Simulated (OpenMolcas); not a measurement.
Os4+ (d4) on a cation site of an ionic host was computed by SS-CASPT2, IPEA 0.25 Eh, imaginary shift 0.1 Eh with the d shell active (OpenMolcas, ANO-RCC-VTZP on the metal). Its lowest spin-free states, and all those of the highest spin:

| 2S+1 | Degeneracy | E (cm-1) |
| --- | --- | --- |
| 3 | 3 | 0 |
| 1 | 3 | 6440 |
| 1 | 2 | 6690 |
| 1 | 1 | 15940 |
| 5 | 2 | 25360 |
| 3 | 2 | 35250 |
| 3 | 3 | 36360 |
| 3 | 3 | 36990 |
| 3 | 1 | 37730 |
| 3 | 1 | 38960 |
| 3 | 2 | 39870 |
| 1 | 1 | 40830 |
| 5 | 3 | 66130 |

Q: Is the site octahedral, tetrahedral or cube-like, axial, or of lower symmetry?

A: The states with 2S+1 = 5 have orbital degeneracies 2, 3. Threefold states need a cubic site. For d4 at this spin an octahedron puts the twofold E below the threefold T2 and a tetrahedron or cube puts the threefold T2 below the twofold E, so the site is octahedral. The first gap at this spin, 40800 cm-1, is |10Dq| in ligand-field theory. The run had Os4+ with its 6 nearest fluoride ions at 1.892 Å, on the Ge site of Cs2GeF6 (a = 9.021 Å, distance in the model lattice 1.804 Å). The rest of the host is ab initio model potentials to 7.6 Å and point charges beyond; the distance is set by hand and nothing relaxes. Ligand basis ANO-RCC-VDZP.

Roots that are degenerate in the reference are averaged as groups; the widest CASPT2 spread within a group is 700 cm-1 (the 3-fold group of multiplicity 3 near 90700 cm-1 above the lowest state of its run). Shifts and gaps below about the spread of the groups concerned are not significant. Over all roots computed the reference weight is 0.69 to 0.72; a low but even weight reflects the number of correlated electrons. The least metal-like active orbital is 73 % on the metal (Löwdin) and no ligand orbital is active, so the numbers are rough. Ligand-to-metal charge-transfer states are missing. With no ligand orbital active B as a rule stays too high, so bands that hang on it stand too high and its fall with covalency is understated. With one d shell and no ligand orbital active, 10Dq can be off by a tenth or more. No measured value stands beside these numbers; the geometry was set by hand and not optimised.
